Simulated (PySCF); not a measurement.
Species: CH₁₀Si₃.
Geometry (GFN2-xTB, Å), atoms numbered from 1 in this order:
```xyz
14
CH10Si3 angstrom
Si    -1.899    0.130    0.960
C     -1.107   -0.028   -0.757
Si     0.624   -0.827   -0.805
Si     2.221    0.526    0.166
H     -3.215    0.767    0.847
H     -2.068   -1.200    1.549
H     -1.044    0.947    1.826
H     -1.045    0.965   -1.207
H     -1.778   -0.603   -1.396
H      0.517   -2.151   -0.172
H      0.932   -1.099   -2.222
H      3.564   -0.055    0.071
H      1.988    0.783    1.590
H      2.310    1.846   -0.471
```

The closed-shell SCF was solved with PySCF and density fitting under several settings on one GFN2-xTB geometry (grid level 2 and gas phase unless stated).

```json
{"settings": "PBE0/pcSseg-1", "basis functions": "139", "SCF cycles": "11", "E (Eh)": "-912.1251", "HOMO (eV)": "-8.50", "LUMO (eV)": "-0.11", "dipole (D)": "0.69"}
{"settings": "PBE0/def2-SVPD", "basis functions": "172", "SCF cycles": "11", "E (Eh)": "-911.8647", "HOMO (eV)": "-8.42", "LUMO (eV)": "-0.19", "dipole (D)": "0.73"}
{"settings": "CAM-B3LYP/def2-SVPD, IEF-PCM water, grid level 4", "basis functions": "172", "SCF cycles": "11", "E (Eh)": "-912.2703", "HOMO (eV)": "-9.54", "LUMO (eV)": "0.95", "dipole (D)": "0.99"}
{"settings": "PBE0/6-31G*, IEF-PCM methanol, damping 0.1 at the start, DIIS from the seventh cycle", "basis functions": "88", "SCF cycles": "13", "E (Eh)": "-912.1040", "HOMO (eV)": "-8.21", "LUMO (eV)": "0.30", "dipole (D)": "1.05"}
{"settings": "HF/cc-pVDZ, fitting basis def2-qzvpp-jkfit", "basis functions": "118", "SCF cycles": "9", "E (Eh)": "-910.4755", "HOMO (eV)": "-11.09", "LUMO (eV)": "3.28", "dipole (D)": "0.72"}
```

Question: Estimate the row for these settings: WP04/def2-SVPD, grid level 4.

Answer: 
```csv
settings,basis functions,SCF cycles,E (Eh),HOMO (eV),LUMO (eV),dipole (D)
"WP04/def2-SVPD, grid level 4",172,12,-923.4237,-9.52,-1.68,0.65
```

Question: Over all rows, what range does the HOMO–LUMO gap span?

Answer: From 7.84 eV (WP04/def2-SVPD, grid level 4) to 14.37 eV (HF/cc-pVDZ, fitting basis def2-qzvpp-jkfit). The functional of the narrowest has 12 % exact exchange, that of the widest 100 % exact exchange.

Question: And the dipole moment?

Answer: From 0.65 D (WP04/def2-SVPD, grid level 4) to 1.05 D (PBE0/6-31G*, IEF-PCM methanol, damping 0.1 at the start, DIIS from the seventh cycle); the largest is 1.62 times the smallest, and the median is 0.72 D.

Question: Compare two rows with the functional PBE0: PBE0/pcSseg-1 and PBE0/def2-SVPD. Which energy is lower, and by how much?

Answer: PBE0/pcSseg-1 (139 functions) lies 0.2604 Eh or 163 kcal/mol below PBE0/def2-SVPD (172 functions). The smaller set gives the lower energy; the two sets aren't nested, so the variational bound doesn't order them by size.

Cycle counts include a coarse-grid stage where the run had one. All basis functions are spherical, in the Pople sets too. WP04 was designed for NMR shieldings or shifts; total energies of different functionals aren't comparable. The structure is a single GFN2-xTB conformer; no vibrational corrections.
